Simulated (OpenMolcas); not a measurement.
A run on Pt3+ among 4 point charges of -2.5 e arranged as a tetrahedron (Td), 2.26 Å from the ion.

```json
{"Program": "OpenMolcas 26.06", "Method": "CASSCF", "Basis": "ANO-RCC-VDZP [7s6p4d2f]", "Scalar Hamiltonian": "DKH2, point nucleus", "Active space": "7 electrons in 5 orbitals (5d)", "State averaging": "2S+1 = 4 even, 10 roots; 2S+1 = 2 even, 40 roots", "Spin-orbit coupling": "RASSI with atomic mean-field integrals over the reference wave functions"}
```

59 basis functions. Blocks (2S+1, parity, CSFs, roots kept): 4, even, 10, 10; 2, even, 40, 40.

**Question.** How long do the RASSCF and RASSI steps take on 1 thread of Arm Neoverse V1, with other jobs on the host?

**Answer.** About 12 s of wall time, without the integral step.
